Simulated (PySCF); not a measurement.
Si(H)(Cl)3 cation (Cl3HSi), SMILES Cl[SiH](Cl)Cl (connectivity only; charge and spin as stated), charge +1, multiplicity 2. Atoms are numbered in the order given.

```xyz
5

Si     0.0000     0.0000     0.1993
Cl    -1.7121    -0.9885    -0.0906
Cl     0.0000     1.9770    -0.0906
Cl     1.7121    -0.9885    -0.0906
H      0.0000     0.0000     1.8317
```
Charge +1, spin multiplicity 2.

Geometry optimised at PBE0-D3(BJ)/def2-SVP. The spin state was assumed, not searched. The isomer is the one that the SMILES or the coordinates give; other isomers of the formula were not compared.

Two levels are set side by side: PBE/pcH-1 (PySCF) and PBE0/pcH-1 (PySCF). Contact hyperfine couplings, same geometry. Differences are taken from unrounded values.

```csv
quantity,PBE
"A(iso) of 29Si, atom Si1 (MHz)",65.7
"A(iso) of 35Cl, atom Cl2 (MHz)",-0.5
"A(iso) of 35Cl, atom Cl3 (MHz)",-0.5
"A(iso) of 35Cl, atom Cl4 (MHz)",-0.5
"A(iso) of 1H, atom H5 (MHz)",783.4
```

**Question.** These are the PBE values. What does PBE0 give? (An estimate is asked for; the answer gives what the named calculation found.)

**Answer.** 
```
quantity                         PBE0  PBE minus PBE0
------------------------------  -----  --------------
A(iso) of 29Si, atom Si1 (MHz)  105.7           -40.1
A(iso) of 35Cl, atom Cl2 (MHz)    0.2            -0.8
A(iso) of 35Cl, atom Cl3 (MHz)    0.2            -0.8
A(iso) of 35Cl, atom Cl4 (MHz)    0.2            -0.8
A(iso) of 1H, atom H5 (MHz)     895.0          -111.7
```

Rough cost on one machine, each run with all the roots and properties that it gave: PBE0 against PBE within a factor of 2.
